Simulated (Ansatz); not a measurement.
Program: Ansatz 0.2.0.

A structure relaxed at PBE0-D4/def2-TZVP, charge 0, multiplicity 1:

```xyz
10

Cl    2.104   -2.197   -0.009
Si    0.980   -0.739   -0.932
N     0.428    0.450    0.173
Si   -1.133    0.578    0.870
Cl   -2.294    1.994   -0.072
H     1.864   -0.127   -1.947
H    -0.204   -1.399   -1.519
H     1.098    1.157    0.443
H    -1.031    1.009    2.281
H    -1.811   -0.725    0.711
```

Task: Give its formula and SMILES.

Result: Cl2H5NSi2, `Cl[SiH2]N[SiH2]Cl`.

Task: Point group (tolerance 0.08 Å, 0.16 Å for H)?

Result: C2.

Task: Summarise the bond lengths by kind.

Result: 2 × Cl–Si 2.059 Å; 2 × N–Si 1.715 Å; 4 × H–Si 1.477 to 1.479 Å; 1 × H–N 1.011 Å.
